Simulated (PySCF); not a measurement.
## EPR parameters of C5H13Si2

C5H13Si2 (doublet state).
Cartesian coordinates in Å at the GFN2-xTB level; atoms count from 1:
```xyz
20
C5H13Si2 angstrom
C      2.6315   -0.6198    0.8914
C      2.2096   -0.3401   -0.5630
C      0.7607   -0.5873   -0.7745
C     -0.2430    0.4237   -0.5609
Si    -1.8447    0.3955   -1.6546
C     -2.8717    0.6183   -0.0517
Si    -1.3557    0.3019    1.0703
H      3.6938   -0.4268    1.0269
H      2.0684    0.0166    1.5710
H      2.4304   -1.6577    1.1461
H      2.8025   -0.9843   -1.2203
H      2.4497    0.7009   -0.7985
H      0.4429   -1.6148   -0.8639
H      0.2240    1.4127   -0.5787
H     -1.9536    1.4653   -2.6493
H     -2.0601   -0.9003   -2.2979
H     -3.2847    1.6178    0.0583
H     -3.7000   -0.0725    0.0774
H     -1.0841    1.3005    2.1069
H     -1.3209   -1.0389    1.6521
```

The hyperfine couplings belong to this conformer and change with its torsions.

Identity: `CC[CH]C1[SiH2]C[SiH2]1` [radical].

Method used: UKS B3LYP, pcH-1 on C H Si, non-relativistic, mean-field spin-orbit, GIAO (PySCF). The structure is a single GFN2-xTB conformer in the gas phase; no vibrational or solvent corrections. A GFN2-xTB geometry isn't a minimum of the functional, and hyperfine couplings can be far from their values at a DFT geometry. The SCF solution wasn't tested for stability.

- g1, g2, g3: 2.00186, 2.00220, 2.00262
- g_iso: 2.00223
- Form of g: rhombic: the two nearest values differ by 45 % of g3 − g1
- ⟨S²⟩: 0.7544 (exact 0.7500)

Hyperfine couplings atom by atom, in G; T1 to T3 are the principal values of the dipolar part; ρ(0) is the spin density at the nucleus (MHz turned into gauss with g_iso; 10 G = 1 mT):

| atom | isotope | a_iso | of which spin–orbit | T1 | T2 | T3 | Mulliken spin population | ρ(0) (bohr⁻³) |
| --- | --- | --- | --- | --- | --- | --- | --- | --- |
| C1 | 13C | 28.5 | 0.0 | -1.8 | -1.8 | 3.6 | 0.04 | 0.0709 |
| C2 | 13C | -10.0 | 0.0 | -0.7 | -0.1 | 0.8 | -0.07 | -0.0248 |
| C3 | 13C | 33.3 | 0.0 | -26.5 | -26.2 | 52.7 | 0.94 | 0.0830 |
| C4 | 13C | -11.4 | 0.0 | -0.9 | -0.2 | 1.1 | -0.08 | -0.0285 |
| Si5 | 29Si | -38.8 | 0.0 | -4.6 | 2.2 | 2.4 | 0.05 | 0.1224 |
| C6 | 13C | -0.7 | 0.0 | -0.3 | 0.0 | 0.3 | 0.01 | -0.0017 |
| Si7 | 29Si | -64.7 | 0.1 | -9.9 | 4.8 | 5.1 | 0.11 | 0.2043 |
| H8 | 1H | 4.8 | 0.0 | -1.1 | -0.6 | 1.7 | 0.01 | 0.0030 |
| H9 | 1H | -1.4 | 0.0 | -1.7 | -0.6 | 2.3 | 0.00 | -0.0009 |
| H10 | 1H | -1.0 | 0.0 | -1.7 | -0.7 | 2.4 | 0.00 | -0.0006 |
| H11 | 1H | 14.7 | 0.0 | -1.7 | -1.4 | 3.2 | 0.02 | 0.0092 |
| H12 | 1H | 6.3 | 0.0 | -1.7 | -1.3 | 3.0 | 0.01 | 0.0040 |
| H13 | 1H | -19.4 | 0.0 | -12.4 | -0.1 | 12.5 | -0.04 | -0.0122 |
| H14 | 1H | 3.7 | 0.0 | -1.4 | -1.1 | 2.5 | 0.00 | 0.0023 |
| H15 | 1H | 3.0 | 0.0 | -0.6 | -0.5 | 1.0 | 0.01 | 0.0019 |
| H16 | 1H | -0.8 | 0.0 | -0.8 | -0.6 | 1.4 | 0.00 | -0.0005 |
| H17 | 1H | -0.1 | 0.0 | -0.4 | -0.2 | 0.6 | 0.00 | -0.0001 |
| H18 | 1H | -0.1 | 0.0 | -0.4 | -0.2 | 0.6 | 0.00 | -0.0001 |
| H19 | 1H | 5.8 | 0.0 | -0.8 | -0.4 | 1.3 | 0.01 | 0.0037 |
| H20 | 1H | -1.5 | 0.0 | -1.1 | -0.5 | 1.6 | 0.00 | -0.0009 |

Largest spin populations (Mulliken): C3 (+0.94), Si7 (+0.11), C4 (-0.08) and C2 (-0.07). No atom but C3 exceeds +0.15. The angles at C3 add up to 358.4°, so it is nearly planar; its axial dipolar tensor and the negative coupling of its proton fit spin in a p orbital normal to that plane.

Axes: g2 points within 8° of the C3–H13 bond.

Under fast tumbling the dipolar parts average out, and these isotropic splittings remain: 1 × 1H (H13, I = 1/2, 2 lines) with 1.94 mT, 2 × 1H (H11/H12, I = 1/2, 3 lines) with 1.05 mT, 2 × 1H (H15/H19, I = 1/2, 3 lines) with 0.44 mT, 1 × 1H (H14, I = 1/2, 2 lines) with 0.37 mT, 2 × 1H (H16/H20, I = 1/2, 3 lines) with 0.11 mT and 3 × 1H (H8/H9/H10, I = 1/2, 4 lines) with 0.08 mT.

Class means assume fast exchange of nuclei equivalent by connectivity; if that motion is slow, each nucleus keeps its own coupling. The three 1H nuclei of mean +2.3 MHz run from -4.0 to 13.6 MHz in the frozen geometry. The 1H value of +29.4 MHz is a mean of couplings from 17.8 to 41.1 MHz in this one geometry, not an average over conformers. The 1H value of +12.4 MHz is a mean of couplings from 8.4 to 16.3 MHz in this one geometry, not an average over conformers.

The 13C coupling of C3 (93.2 MHz) shows only in satellite lines or after enrichment, since that isotope makes up about 1.07 % of natural carbon.

The 29Si coupling of Si5/Si7 (mean -145.0 MHz) shows only in satellite lines or after enrichment, since that isotope makes up about 4.7 % of natural silicon.

Time: 2.6 min of wall time (grids of density and orbitals included); peak memory 1.1 GiB. Hardware: Arm Neoverse V1, one thread, shared host with 32 logical CPUs at a one-minute load of 28.
